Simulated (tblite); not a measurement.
Species: CH8BrOSi3 (doublet state).
SMILES with atom numbers: `[SiH3:1][SiH:2][CH2:3][O:4][SiH2:5][Br:6]` (hydrogens: H7, H8, H9 on Si1; H10 on Si2; H11, H12 on C3; H13, H14 on Si5)

Computed with GFN2-xTB (tblite), gas phase: L-BFGS steps from a force-field or distance-geometry start until the largest atomic force falls under 0.01 eV/Å.

Step 18: E = -533.0507 eV
```
atom  x, y, z in Å  |  force x, y, z in eV/Å
Si1    -2.9254    0.1223    0.0869   -0.049  -0.043   0.044
Si2    -1.1660    0.8027   -1.2413   -0.279  -0.199   0.013
C3      0.6921    0.4003   -0.9550    0.003   0.036   0.170
O4      1.0091    0.3800    0.4318   -0.046   0.128   0.172
Si5     2.5008    0.0573    0.9448    0.169  -0.131   0.046
Br6     2.5130    0.2080    3.1360   -0.191   0.083  -0.070
H7     -3.5726   -1.0746   -0.5223    0.226   0.215   0.087
H8     -3.9832    1.1593    0.1156    0.246  -0.108  -0.047
H9     -2.6561   -0.2255    1.4990    0.018   0.051  -0.205
H10    -1.0665    2.1491   -1.8264   -0.110   0.094   0.084
H11     1.2831    1.1910   -1.4129    0.154   0.108  -0.172
H12     1.0411   -0.5372   -1.3894   -0.130  -0.127  -0.080
H13     2.8082   -1.3310    0.6545    0.107  -0.103  -0.052
H14     3.5218    0.9778    0.4564   -0.116  -0.003   0.009
```

Step 19: E = -533.0660 eV
```
atom  x, y, z in Å  |  force x, y, z in eV/Å
Si1    -2.9275    0.1177    0.0987    0.136  -0.009  -0.064
Si2    -1.1728    0.8069   -1.2387   -0.162  -0.220   0.022
C3      0.6946    0.3916   -0.9686   -0.011   0.079   0.182
O4      1.0137    0.3741    0.4217    0.030   0.130   0.052
Si5     2.5064    0.0640    0.9466    0.123  -0.189  -0.034
Br6     2.4570    0.2142    3.1372   -0.157   0.093  -0.090
H7     -3.5610   -1.0715   -0.5247    0.172   0.140   0.089
H8     -3.9709    1.1567    0.1191    0.127  -0.020  -0.037
H9     -2.6522   -0.2176    1.5065    0.017   0.007  -0.126
H10    -1.0873    2.1657   -1.8043   -0.074   0.037   0.111
H11     1.2866    1.1843   -1.4285    0.097   0.040  -0.131
H12     1.0450   -0.5488   -1.4054   -0.193  -0.019  -0.012
H13     2.8214   -1.3271    0.6607    0.093  -0.051  -0.026
H14     3.5463    0.9693    0.4575   -0.199  -0.018   0.064
```

Step 20: E = -533.0778 eV
```
atom  x, y, z in Å  |  force x, y, z in eV/Å
Si1    -2.9262    0.1147    0.1032    0.262   0.040  -0.120
Si2    -1.1804    0.8046   -1.2383    0.007  -0.161  -0.008
C3      0.6947    0.3893   -0.9662   -0.022   0.099   0.113
O4      1.0136    0.3734    0.4262    0.116   0.100  -0.056
Si5     2.5110    0.0637    0.9480    0.016  -0.188  -0.101
Br6     2.4295    0.2180    3.1348   -0.128   0.092  -0.065
H7     -3.5474   -1.0649   -0.5283    0.090   0.016   0.055
H8     -3.9556    1.1559    0.1167    0.007   0.071  -0.028
H9     -2.6463   -0.2114    1.5043    0.027  -0.035  -0.007
H10    -1.1074    2.1726   -1.7943   -0.049  -0.030   0.135
H11     1.2906    1.1816   -1.4315    0.020  -0.048  -0.062
H12     1.0409   -0.5556   -1.4073   -0.219   0.090   0.067
H13     2.8306   -1.3267    0.6587    0.081  -0.036  -0.010
H14     3.5517    0.9645    0.4519   -0.206  -0.010   0.087
```

Step 21: E = -533.0875 eV
```
atom  x, y, z in Å  |  force x, y, z in eV/Å
Si1    -2.9208    0.1132    0.1047    0.267   0.087  -0.105
Si2    -1.1863    0.8000   -1.2386    0.167  -0.062  -0.062
C3      0.6945    0.3897   -0.9630   -0.035   0.103   0.022
O4      1.0152    0.3756    0.4286    0.178   0.061  -0.103
Si5     2.5148    0.0594    0.9473   -0.083  -0.138  -0.095
Br6     2.4066    0.2231    3.1326   -0.104   0.080  -0.076
H7     -3.5354   -1.0594   -0.5294    0.025  -0.088   0.018
H8     -3.9439    1.1561    0.1143   -0.045   0.109  -0.023
H9     -2.6417   -0.2076    1.5021    0.038  -0.060   0.075
H10    -1.1226    2.1769   -1.7837   -0.036  -0.088   0.150
H11     1.2942    1.1787   -1.4358   -0.040  -0.099  -0.008
H12     1.0333   -0.5589   -1.4077   -0.217   0.143   0.119
H13     2.8394   -1.3288    0.6567    0.071  -0.048  -0.003
H14     3.5522    0.9616    0.4496   -0.186   0.000   0.091
```

Problem. Estimate the geometry and energy of step 22. (The exact step hangs on the optimiser's Hessian estimate; all steps are aligned on step 21, rigid shifts and turns removed.)

Solution. E = -533.1014 eV, largest force 0.384 eV/Å
```
atom  x, y, z in Å  |  force x, y, z in eV/Å
Si1    -2.9084    0.1129    0.1068    0.170   0.122  -0.032
Si2    -1.1914    0.7929   -1.2397    0.345   0.090  -0.142
C3      0.6942    0.3910   -0.9636   -0.040   0.093  -0.091
O4      1.0229    0.3798    0.4241    0.184   0.015  -0.133
Si5     2.5198    0.0514    0.9444   -0.158  -0.055  -0.016
Br6     2.3619    0.2336    3.1287   -0.066   0.056  -0.132
H7     -3.5186   -1.0541   -0.5280   -0.036  -0.183  -0.016
H8     -3.9298    1.1573    0.1130   -0.056   0.111  -0.022
H9     -2.6361   -0.2036    1.5029    0.051  -0.078   0.138
H10    -1.1428    2.1842   -1.7601   -0.017  -0.146   0.154
H11     1.2988    1.1720   -1.4488   -0.095  -0.121   0.041
H12     1.0197   -0.5618   -1.4119   -0.190   0.155   0.160
H13     2.8550   -1.3330    0.6572    0.055  -0.076   0.004
H14     3.5541    0.9572    0.4527   -0.147   0.015   0.087
```

The energy changes by -0.0139 eV. The first-order estimate −F·Δx gives -0.0187 eV and the mean of the old and new forces, exact on a quadratic surface, -0.0138 eV. The step makes an angle of 66° with the force vector and moves no atom by more than 0.046 Å.

The cost below is that of the whole relaxation. On Arm Neoverse V2, one thread (shared host), this took 0.78 s.
